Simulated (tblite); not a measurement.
Compound: C4H3F3O2S.
Atom-mapped SMILES: `[CH2:1]=[C:2]=[CH:3][S:4](=[O:5])(=[O:6])[C:7]([F:8])([F:9])[F:10]` (hydrogens: H11, H12 on C1; H13 on C3)

Structure used (GFN2-xTB), in Å, numbered top down from 1:
```
atom  x, y, z in Å
C1     2.5602   -0.2927   -0.3945
C2     1.5453   -0.0517    0.3638
C3     0.4858    0.2262    1.0503
S4    -0.8910    0.9922    0.2083
O5    -0.4691    1.6962   -0.9579
O6    -1.7642    1.6202    1.1448
C7    -1.7982   -0.5589   -0.4149
F8    -2.1059   -1.3396    0.6217
F9    -0.9857   -1.2514   -1.2156
F10   -2.9052   -0.2656   -1.0760
H11    3.3624    0.4174   -0.5056
H12    2.6518   -1.2217   -0.9323
H13    0.3094    0.0297    2.0902
```

All values are computed: GFN2-xTB (tblite) harmonic vibrations without scaling, gas phase. Against measured fundamentals such values can be off by several per cent, at times by over 20. One conformer, not necessarily the lowest.

Harmonic wavenumbers (cm⁻¹): 27.2, 32.1, 100.8, 112.9, 130.0, 210.9, 258.2, 278.1, 324.2, 331.3, 382.7, 427.3, 469.5, 472.8, 518.1, 539.3, 656.3, 721.3, 790.6, 853.8, 924.2, 1034.0, 1071.2, 1096.5, 1126.3, 1162.6, 1224.8, 1299.8, 1384.7, 2070.2, 3090.8, 3105.6, 3128.7.

A = 1675, B = 1003, C = 836.4 MHz; mass 171.981 u (most abundant isotopes); point group C1, symmetry number 1.

Q: Zero-point energy?

A: ½Σν̃ = 14678 cm⁻¹ = 175.59 kJ/mol.

Q: Give the ideal-gas entropy at 400 K and 1 bar in the rigid-rotor, harmonic-oscillator model (classical rotation).

A: Translation 179.16, rotation 128.41, vibration 190.18: S = 497.8 J/(mol K).

Q: And Cp and H(400 K) − H(0)?

A: Cp = 192.85 J/(mol K), of which vibrations give 159.59 (their classical limit is 33 R = 274.4); H(400 K) − H(0) = 49.80 kJ/mol without the zero-point energy, 36.49 from vibrations.

Q: Blend soft modes into free rotors: weight 1/[1 + (100 cm⁻¹/ν̃)⁴] for the oscillator and the rest for a rotor with moment μB/(μ + B), μ = h/(8π²ν), B = 10⁻⁴⁴ kg m². What vibrational entropy results?

A: 169.18 J/(mol K) in place of 190.18, which changes −T·S at 400 K by +8.40 kJ/mol.

Q: What must be added to the electronic energy to get the Gibbs energy at 400 K and 1 bar?

A: ZPE + [H(400 K) − H(0)] − T·S = 175.59 + 49.80 − 199.10 = 26.29 kJ/mol.

Hindered rotation and anharmonicity are outside this model. Other conformers, if any are populated, would add a mixing term that is left out. The structure is chiral; the term R ln 2 for an equal mix with its mirror image is left out.
